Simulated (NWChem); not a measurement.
Species: CH$_{6}$O$_{2}$Si$_{2}$; SMILES O=C[Si@@H](O)[SiH3]

```xyz
11

O      1.3899     1.9954    -0.0301
C      0.2352     1.7170    -0.2983
Si    -0.5727     0.1055     0.3839
O     -2.0821     0.0562    -0.3411
Si     0.8140    -1.7313    -0.1202
H     -0.3686     2.3989    -0.9467
H     -0.6754     0.2624     1.8665
H     -2.6614    -0.6888    -0.1299
H      1.1438    -1.7657    -1.5712
H      2.0757    -1.6542     0.6636
H      0.1199    -3.0059     0.2257
```
Atoms are numbered in this order, from 1.

Level: B3LYP/6-31G* (spherical d) (NWChem), optimised geometry, unscaled harmonic frequencies. 

Q: List the harmonic frequencies with IR intensities, and the thermochemistry.

A: 
```csv
frequency (cm⁻¹),IR intensity (km/mol)
22,7.2
96,2.2
109,1.7
158,25.2
184,50.8
201,79.0
348,4.1
409,3.8
499,22.7
523,13.6
679,37.5
712,61.0
818,65.6
822,399.9
876,176.8
912,22.9
924,0.5
942,57.2
950,66.6
1392,31.8
1762,104.2
2205,142.8
2225,104.9
2245,100.1
2257,126.1
2845,164.8
3803,73.4
```

The zero-point energy is 41.3 kcal/mol. The thermal correction to the enthalpy at 298.15 K (with zero-point energy) comes out as 47.4 kcal/mol and the heat capacity Cv is 28.3 cal/(mol K). The entropy at 298.15 K and 1 atm (symmetry number 1) is 93.0 cal/(mol K) and the dipole moment is 2.98 D.

Rigid rotor and harmonic oscillator; modes under 100 cm⁻¹ make the entropy uncertain.
